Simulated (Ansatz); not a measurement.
Cl$_{3}$Sn (SMILES [Cl][Sn-]([Cl])[Cl]), charge -1, singlet, at a GFN2-xTB geometry (such geometries of metal compounds can be far from the true shape) (all electrons, no relativity) (a gas-phase anion, which may not be bound at this level); B3LYP/3-21G in Ansatz (an electronic-structure program).

The Ansatz input:
Ansatz 0.2 input:
```yaml
crystal:
  periodic: [false, false, false]
  atoms:
    - {symbol: Sn, position_ang: [-0.00024598, 0.00560843, 0.57812327]}
    - {symbol: Cl, position_ang: [-1.94257826, -1.06785136, -0.55730815]}
    - {symbol: Cl, position_ang: [0.05159000, 2.20812614, -0.58824027]}
    - {symbol: Cl, position_ang: [1.89171173, -1.15677018, -0.55481414]}
basis:
  gaussian:
    orbitals: 3-21G.json
    point_charges:
      - {charge: 0.5, position_ang: [-0.4667, 4.8456, -2.1930]}
hamiltonian:
  xc: b3lyp
total_charge: -1
```
The basis file holds 3-21G in the JSON format of the Basis Set Exchange.

It wrote (shortened):

```
Functional definition: B3LYP
821 factors; integrals over basis functions are off by at most 2.5e-4 eV
mean field evaluation 1: about -200645.2688 eV, gradient 1.2e1 eV
mean field evaluation 2: about -200645.2672 eV, gradient 1.3e1 eV
mean field evaluation 4: about -200645.8666 eV, gradient 4.0e-1 eV
mean field evaluation 8: about -200645.8661 eV, gradient 1.3e-2 eV
mean field -200645.86607319 eV, -7373.5995755370 hartree, gradient 8.1e-6 eV, S^2 0.000000; 0 other end points of the search recorded, 0 dependent functions left out
reference -200645.86630044 eV, -7373.5995838882 hartree; 51, 51 occupied and 21, 21 virtual orbitals, 821 factors
Total energy: -200645.86630044 eV, -7373.5995838882 hartree
```
